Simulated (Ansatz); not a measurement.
```yaml
crystal:
  periodic: [false, false, false]
  atoms:
    - {symbol: Ge, position_ang: [-0.108762, -0.100520, -1.152783]}
    - {symbol: Ge, position_ang: [-0.016507, -0.013533, 1.183732]}
    - {symbol: H, position_ang: [0.779152, 1.144337, 1.787118]}
    - {symbol: H, position_ang: [0.758992, -1.364492, 1.665193]}
    - {symbol: H, position_ang: [-1.420127, -0.001426, 1.902642]}
    - {symbol: H, position_ang: [1.411675, -0.054014, -1.764160]}
    - {symbol: H, position_ang: [-0.704434, 1.314881, -1.777798]}
    - {symbol: H, position_ang: [-0.822444, -1.107521, -1.735431]}
basis:
  gaussian: {orbitals: "6-31G*"}
total_charge: 1
magnetization: {spin_polarized: true, initial_magnetization: 1}
hamiltonian: {xc: {name: PBE}}
correlation: {method: rpa}
scf: {omitted_lower_state_checks: [starts]}
```

```sh
$ ansatz run in.yaml --threads 4 --pin off --events-out ev --progress --plain --max-ram 3916MiB
```

It prints (some lines left out):

```
Functional definition: PBE
812 factors; integrals over basis functions are off by at most 5.9e-4 eV
mean field evaluation 1: about -113088.8092 eV, gradient 1.5e1 eV
mean field evaluation 2: about -113088.8025 eV, gradient 1.5e1 eV
mean field evaluation 4: about -113089.6594 eV, gradient 7.4e0 eV
mean field evaluation 8: about -113090.2219 eV, gradient 3.9e-1 eV
mean field evaluation 16: about -113090.2232 eV, gradient 1.6e-3 eV
mean field -113090.22321702 eV, -4155.9890479189 hartree, gradient 5.7e-6 eV, S^2 0.753573; 0 other end points of the search recorded, 0 dependent functions left out
18 core orbitals not correlated: weight in the atoms' cores, before any rotation towards them, 1.000 or more for the frozen orbitals, at most 0.000 for the correlated occupied ones
reference -113013.58734761 eV, -4153.1727316637 hartree; 17, 16 occupied and 47, 48 virtual orbitals, 812 factors
Total energy: -113034.61877433 eV, -4153.9456223401 hartree
Checks for a lower state left out: starts
```

Run time 8 s (4 threads of Intel Xeon on a shared host).

The 6-31G sets use Cartesian d functions. Correlated methods freeze 18 core orbitals; core or outer-core shells of Ge are correlated, in sets that lack core-valence functions.
